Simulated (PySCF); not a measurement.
PySCF job for C3H8BFO, SMILES OCB(F)CC, TDA-PBE0/def2-SVPD. Coordinates come from a r2SCAN-D4/def2-SVP optimisation. The structure was generated by enumeration, and PubChem lists no compound with its InChIKey, so it may never have been made. One conformer was computed; it need not be the lowest.

```python
import numpy as np
from pyscf import gto, scf, dft, tdscf

mol = gto.M(
    atom='''
    C     2.41416172   -0.32472734    0.12170025
    C     0.94675892   -0.72572292   -0.00893768
    B    -0.10674538    0.42560667    0.11684121
    F     0.28874473    1.65445967    0.47660640
    C    -1.64550059    0.22758757   -0.15244422
    O    -2.03740476   -1.06522168   -0.59216782
    H     2.70065706    0.39282695   -0.66338563
    H     2.61047447    0.16520195    1.08826352
    H     3.09008404   -1.19038397    0.04182648
    H     0.73968317   -1.25303934   -0.96065477
    H     0.67858000   -1.48225115    0.75987136
    H    -2.23132791    0.57261379    0.73148986
    H    -1.93502164    0.93822977   -0.95091111
    H    -1.71138721   -1.70241875    0.05526907
    ''',
    basis='def2-SVPD',
    charge=0,
    spin=0,
    max_memory=1600,
    verbose=4,
)
mf = dft.RKS(mol, xc='pbe0').density_fit(auxbasis='def2-universal-jkfit')
mf.grids.level = 3
mf.conv_tol = 1e-9
mf.max_cycle = 100
mf.kernel()
mf.grids = dft.Grids(mol).set(level=1).build(with_non0tab=True)  # coarser grid for the response kernel
td = tdscf.TDA(mf)
td.singlet = True
td.nstates = 10
td.conv_tol = 1e-4
td.positive_eig_threshold = 1e-6
td.kernel(x0=td.get_init_guess(mf, 15))
td.analyze()
tt = tdscf.TDA(mf)
tt.singlet = False
tt.nstates = 4
tt.conv_tol = 1e-4
tt.positive_eig_threshold = 1e-6
tt.kernel(x0=tt.get_init_guess(mf, 9))
tt.analyze(verbose=3)
```

Program output:

```
PySCF version 2.14.0

[INPUT] verbose = 4
[INPUT] num. atoms = 14
[INPUT] num. electrons = 48
[INPUT] charge = 0
[INPUT] spin (= nelec alpha-beta = 2S) = 0
[INPUT] symmetry False subgroup None
[INPUT] Mole.unit = angstrom
[INPUT] Symbol           X                Y                Z      unit          X                Y                Z       unit  Magmom
[INPUT]  1 C      2.414161720000  -0.324727340000   0.121700250000 AA    4.562104471209  -0.613645737759   0.229980141791 Bohr   0.0
[INPUT]  2 C      0.946758920000  -0.725722920000  -0.008937680000 AA    1.789115064789  -1.371417561120  -0.016889767389 Bohr   0.0
[INPUT]  3 B     -0.106745380000   0.425606670000   0.116841210000 AA   -0.201719533263   0.804280043088   0.220797886963 Bohr   0.0
[INPUT]  4 F      0.288744730000   1.654459670000   0.476606400000 AA    0.545648459611   3.126475660438   0.900655565215 Bohr   0.0
[INPUT]  5 C     -1.645500590000   0.227587570000  -0.152444220000 AA   -3.109545452910   0.430078176655  -0.288077825073 Bohr   0.0
[INPUT]  6 O     -2.037404760000  -1.065221680000  -0.592167820000 AA   -3.850137001285  -2.012977237149  -1.119034999581 Bohr   0.0
[INPUT]  7 H      2.700657060000   0.392826950000  -0.663385630000 AA    5.103502199773   0.742335349848  -1.253617155672 Bohr   0.0
[INPUT]  8 H      2.610474470000   0.165201950000   1.088263520000 AA    4.933081803469   0.312186440744   2.056520004155 Bohr   0.0
[INPUT]  9 H      3.090084040000  -1.190383970000   0.041826480000 AA    5.839412537490  -2.249499686372   0.079040591955 Bohr   0.0
[INPUT] 10 H      0.739683170000  -1.253039340000  -0.960654770000 AA    1.397798610250  -2.367901175906  -1.815374415557 Bohr   0.0
[INPUT] 11 H      0.678580000000  -1.482251150000   0.759871360000 AA    1.282330353607  -2.801048721322   1.435948760301 Bohr   0.0
[INPUT] 12 H     -2.231327910000   0.572613790000   0.731489860000 AA   -4.216598643998   1.082083238249   1.382315498296 Bohr   0.0
[INPUT] 13 H     -1.935021640000   0.938229770000  -0.950911110000 AA   -3.656660944707   1.772997307214  -1.796961566706 Bohr   0.0
[INPUT] 14 H     -1.711387210000  -1.702418750000   0.055269070000 AA   -3.234053119984  -3.217105186824   0.104443405459 Bohr   0.0

nuclear repulsion = 228.533645719783
number of shells = 82
number of NR pGTOs = 266
number of NR cGTOs = 190
basis = def2-SVPD
ecp = {}


[settings echo left out]
init E= -318.855269798161
  HOMO = -0.331820183441042  LUMO = -0.0659658311012312  gap/eV = 7.23427
cycle= 1 E= -318.438060380496  delta_E= 0.417  |g|= 0.701  |ddm|= 4.75
  HOMO = -0.179550352102269  LUMO = 0.00242502229288366  gap/eV = 4.95180
cycle= 2 E= -318.340610190529  delta_E= 0.0975  |g|= 1.03  |ddm|=  1.7
  HOMO = -0.282393274444966  LUMO = -0.00575912272789436  gap/eV = 7.52760
cycle= 3 E= -318.534841155016  delta_E= -0.194  |g|= 0.0818  |ddm|= 0.893
  HOMO = -0.284568813905244  LUMO = -0.0118658962878153  gap/eV = 7.42062
cycle= 4 E= -318.536082058683  delta_E= -0.00124  |g|= 0.0321  |ddm|= 0.106
  HOMO = -0.283993914255811  LUMO = -0.00968247787370347  gap/eV = 7.46439
cycle= 5 E= -318.53633015297  delta_E= -0.000248  |g|= 0.0046  |ddm|= 0.0387
  HOMO = -0.283729457669436  LUMO = -0.00954534412225927  gap/eV = 7.46093
cycle= 6 E= -318.536334566326  delta_E= -4.41e-06  |g|= 0.00155  |ddm|= 0.00873
  HOMO = -0.283952944860542  LUMO = -0.00963045029352605  gap/eV = 7.46470
cycle= 7 E= -318.536335107124  delta_E= -5.41e-07  |g|= 0.000299  |ddm|= 0.00179
  HOMO = -0.283938906780453  LUMO = -0.00964071882130346  gap/eV = 7.46403
cycle= 8 E= -318.536335120551  delta_E= -1.34e-08  |g|= 0.000156  |ddm|= 0.000432
  HOMO = -0.283940579095336  LUMO = -0.00963358160165928  gap/eV = 7.46427
cycle= 9 E= -318.536335124999  delta_E= -4.45e-09  |g|= 2.54e-05  |ddm|= 0.000156
  HOMO = -0.283940328044666  LUMO = -0.00963232843973438  gap/eV = 7.46430
cycle= 10 E= -318.53633512513  delta_E= -1.31e-10  |g|= 5.24e-06  |ddm|= 3.77e-05
  HOMO = -0.28393976817225  LUMO = -0.00963329152083992  gap/eV = 7.46426
Extra cycle  E= -318.536335125132  delta_E= -2.5e-12  |g|= 5.5e-06  |ddm|= 1.5e-05
converged SCF energy = -318.536335125132
tot grids = 50976
Overwritten attributes  positive_eig_threshold  of <class 'pyscf.tdscf.rks.TDA'>


******** <class 'pyscf.tdscf.rks.TDA'> for <class 'pyscf.df.df_jk.DFRKS'> ********
nstates = 10 singlet
deg_eia_thresh = 1.000e-03
wfnsym = None
conv_tol = 0.0001
eigh lindep = 1e-12
eigh level_shift = 0
eigh max_cycle = 100


Excitation energies (eV)
[5.87287468 6.58335574 7.21705817 7.27764905 7.90961432 7.98715915
 8.21368111 8.42437587 8.47284404 8.50982524]

** Singlet excitation energies and oscillator strengths **
Excited State   1:      5.87287 eV    211.11 nm  f=0.0038
      23 -> 25        0.13182
      24 -> 25        0.69052
Excited State   2:      6.58336 eV    188.33 nm  f=0.0017
      24 -> 26       -0.65750
      24 -> 27       -0.23805
Excited State   3:      7.21706 eV    171.79 nm  f=0.0279
      23 -> 25        0.42400
      24 -> 26       -0.20696
      24 -> 27        0.49474
Excited State   4:      7.27765 eV    170.36 nm  f=0.0044
      23 -> 25       -0.53786
      24 -> 25        0.10099
      24 -> 26       -0.12933
      24 -> 27        0.40749
Excited State   5:      7.90961 eV    156.75 nm  f=0.0119
      23 -> 26       -0.47645
      24 -> 28       -0.49744
Excited State   6:      7.98716 eV    155.23 nm  f=0.0354
      23 -> 26        0.47727
      23 -> 27        0.14816
      24 -> 27        0.12071
      24 -> 28       -0.45723
Excited State   7:      8.21368 eV    150.95 nm  f=0.0221
      22 -> 25        0.69225
Excited State   8:      8.42438 eV    147.17 nm  f=0.0546
      21 -> 25       -0.67753
      24 -> 29       -0.13114
Excited State   9:      8.47284 eV    146.33 nm  f=0.0122
      21 -> 25        0.12985
      23 -> 27        0.15103
      24 -> 29       -0.64747
Excited State  10:      8.50983 eV    145.70 nm  f=0.0040
      22 -> 26        0.22287
      23 -> 26       -0.14749
      23 -> 27        0.61007
      24 -> 29        0.14603

** Transition electric dipole moments (AU) **
state          X           Y           Z        Dip. S.      Osc.
  1        -0.1252     -0.0085      0.1040      0.0265      0.0038
  2        -0.0094     -0.1033     -0.0010      0.0108      0.0017
  3         0.3834     -0.0419     -0.0949      0.1577      0.0279
  4        -0.1535      0.0049      0.0318      0.0246      0.0044
  5        -0.1832      0.1069      0.1281      0.0614      0.0119
  6        -0.2977      0.2851      0.1056      0.1811      0.0354
  7         0.2605     -0.0596      0.1961      0.1099      0.0221
  8         0.3987     -0.3230     -0.0342      0.2645      0.0546
  9        -0.1742      0.0948      0.1389      0.0586      0.0122
 10         0.0425     -0.0729      0.1088      0.0190      0.0040

** Transition velocity dipole moments (imaginary part, AU) **
state          X           Y           Z        Dip. S.      Osc.
  1        -0.0127      0.0027     -0.0075      0.0002      0.0007
  2        -0.0120     -0.0232      0.0078      0.0007      0.0020
  3         0.1017     -0.0146     -0.0018      0.0106      0.0266
  4         0.0103      0.0044     -0.0366      0.0015      0.0036
  5        -0.0430      0.0213      0.0246      0.0029      0.0067
  6        -0.0921      0.0712      0.0287      0.0144      0.0326
  7         0.0568      0.0123     -0.0389      0.0049      0.0108
  8         0.0986     -0.0272     -0.0034      0.0105      0.0226
  9        -0.0584      0.0224      0.0383      0.0054      0.0115
 10         0.0109     -0.0146      0.0351      0.0016      0.0033

** Transition magnetic dipole moments (imaginary part, AU) **
state          X           Y           Z
  1        -0.2921     -0.5968     -0.2004
  2         0.2208     -0.0654      0.4927
  3        -0.3066     -0.1488     -0.2007
  4         0.1953      0.4368     -0.2738
  5        -0.3924     -0.0503     -0.1201
  6         0.3097     -0.0583     -0.1162
  7         0.0956     -0.2048      0.1317
  8         0.0032     -0.0754     -0.2484
  9         0.1651     -0.3568      0.2467
 10         0.3882     -0.3242     -0.3780


******** <class 'pyscf.tdscf.rks.TDA'> for <class 'pyscf.df.df_jk.DFRKS'> ********
nstates = 4 triplet
deg_eia_thresh = 1.000e-03
wfnsym = None
conv_tol = 0.0001
eigh lindep = 1e-12
eigh level_shift = 0
eigh max_cycle = 100


Excitation energies (eV)
[5.38418519 6.32997864 6.73408873 7.04451867]

** Triplet excitation energies and oscillator strengths **
Excited State   1:      5.38419 eV    230.27 nm  f=0.0000
Excited State   2:      6.32998 eV    195.87 nm  f=0.0000
Excited State   3:      6.73409 eV    184.11 nm  f=0.0000
Excited State   4:      7.04452 eV    176.00 nm  f=0.0000
```

The run converged.
